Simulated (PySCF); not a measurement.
State search for CsSb

Unrestricted PBE0; Cs def2-SVPD with ECP46, Sb def2-SVPD with ECP28; scalar-relativistic core potentials (PySCF 2.14). Outer shells of the fragments: Cs 6s1; Sb 4d10 5s2 5p3.

Followed along the bond (rough minima from three points):

| 2Ms+1 | unpaired | ⟨S²⟩ at the start | R at minimum (Å) | Te (eV) |
| --- | --- | --- | --- | --- |
| 3 | π ↑↑ | 2.02 | 3.67 | 0.00 |
| 1 | π ↑↓ | 1.01 | 3.66 | 0.31 |
| 3 | σ ↑, π ↑ | 2.00 | 3.45 | 0.35 |
| 1 | σ ↓, π ↑ | 1.01 | 3.45 | 0.64 |
| 1 | none | 0.00 | 3.65 | 1.19 |

Solutions found at the starting distance of 3.570 Å, counted from the lowest of them; the search is not exhaustive and high or unbound solutions are not listed, so other states can lie among these:

| 2Ms+1 | unpaired | term | E (eV) | ⟨S²⟩ | ⟨Lz²⟩ | μ (D) |
| --- | --- | --- | --- | --- | --- | --- |
| 3 | π ↑↑ | ³Σ⁻ | 0.00 | 2.02 | 0.00 | -9.76 |
| 1 | π ↑↓ | mixed | 0.31 | 1.01 | 2.01 | -10.04 |
| 3 | σ ↑, π ↑ | ³Π | 0.35 | 2.00 | 1.01 | -11.59 |
| 1 | σ ↓, π ↑ | mixed | 0.64 | 1.01 | 1.01 | -11.48 |
| 1 | none | mixed | 1.19 | 0.00 | 2.00 | -10.03 |
| 5 | σ ↑↑, π ↑↑ | ⁵Σ⁻ | 1.45 | 6.00 | 0.00 | 2.20 |
| 3 | σ ↑↑, π ↑↓ | mixed | 2.12 | 3.01 | 2.01 | 2.34 |
| 1 | σ ↓↓, π ↑↑ | mixed | 2.13 | 2.01 | 0.00 | 2.54 |
| 5 | σ ↑, π ↑↑↑ | ⁵Π | 2.56 | 6.00 | 1.00 | 3.17 |
| 3 | σ ↑, π ↑ | ³Π | 2.95 | 2.00 | 1.01 | 1.93 |
| 1 | σ ↓, π ↑ | mixed | 2.97 | 1.00 | 1.01 | 2.23 |
| 5 | σ ↑, π ↑↑, δ ↑ | ⁵Δ | 3.02 | 6.00 | 4.00 | 0.13 |
| 3 | σ ↑, π ↑↑, δ ↓ | mixed | 3.06 | 3.00 | 4.00 | 0.67 |
| 3 | σ ↑↑ | mixed | 3.09 | 2.00 | 2.02 | 2.27 |

A term symbol is given only where ⟨S²⟩ and ⟨Lz²⟩ are close to those of a pure state; real π, δ and φ orbitals otherwise mix terms. A positive dipole means Cs(−)Sb(+).

Spin–orbit coupling is left out. Counting both spins, an empty level lies below a filled one in some of these solutions, because spin and occupation are held.
